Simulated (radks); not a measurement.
The numbers below are computed, except where a source is named.
Nb V, configuration [Kr] 4d1 (the NIST ground configuration).

Code: a radial shooting solver on a logarithmic mesh with Libxc functionals. Model: Dirac Kohn-Sham, Slater X-alpha with alpha = 0.835, spin-unpolarised, spherical densities, finite nucleus; open shells fill j = l - 1/2 first; Fermi nuclear charge, rms radius 4.324 fm.

Energy parts (eV):
| part | energy |
|---|---|
| total | -104414.268 |
| kinetic | 108132.688 |
| electron-nucleus | -250022.180 |
| Hartree | 41239.285 |
| exchange | -3764.061 |

Orbitals (lengths in bohr, moments of r in powers of bohr; r(max) is where P^2 peaks):
orbital  occ.  eigenvalue (eV)     <r^2>   r(max)      <r>   <1/r>  small-component weight
1s1/2       2        -18908.21  0.001755  0.02348  0.03607   42.41                2.23e-02
2s1/2       2        -2699.294   0.02927   0.1331   0.1574   9.644                4.57e-03
2p1/2       2        -2487.282   0.02210   0.1036   0.1342   9.630                4.58e-03
2p3/2       4        -2390.593   0.02347   0.1073   0.1387   9.190                4.44e-03
3s1/2       2        -494.4041    0.2232   0.3944   0.4412   3.291                1.21e-03
3p1/2       2        -413.6504    0.2214   0.3812   0.4358   3.194                1.16e-03
3p3/2       4        -397.8456    0.2319   0.3905   0.4463   3.088                1.12e-03
3d3/2       4        -254.0889    0.2189   0.3298   0.4262   2.900                1.01e-03
3d5/2       6        -251.1099    0.2223   0.3325   0.4297   2.872                1.00e-03
4s1/2       2        -106.4215     1.425    1.014    1.123   1.217                2.81e-04
4p1/2       2         -83.0804     1.680    1.078    1.215   1.109                2.41e-04
4p3/2       4         -80.6930     1.751    1.101    1.241   1.081                2.33e-04
4d3/2       1         -45.4489     2.799    1.318    1.555  0.8410                1.51e-04
4d5/2       0         -45.1573     2.831    1.327    1.564  0.8353                1.49e-04

The highest occupied level is 4d3/2 at -45.449 eV. For comparison, the ionisation energy in NIST's Atomic Spectra Database is 50.573 eV (measured). In exact Kohn-Sham theory the highest level is minus the ionisation energy, but local and semilocal functionals leave it too shallow, through self-interaction and a potential that decays too fast; potentials with the right tail come closer. The density falls to 0.001 e/bohr^3 at r = 2.94 bohr. Summed over all electrons, <r^2> = 20.24 bohr^2, which gives a Langevin (diamagnetic) susceptibility term of -16 x 10^-6 cm^3/mol.

Beside tabulated values, note that spin-unpolarised runs miss the spin-polarisation part of the exchange energy of open shells.
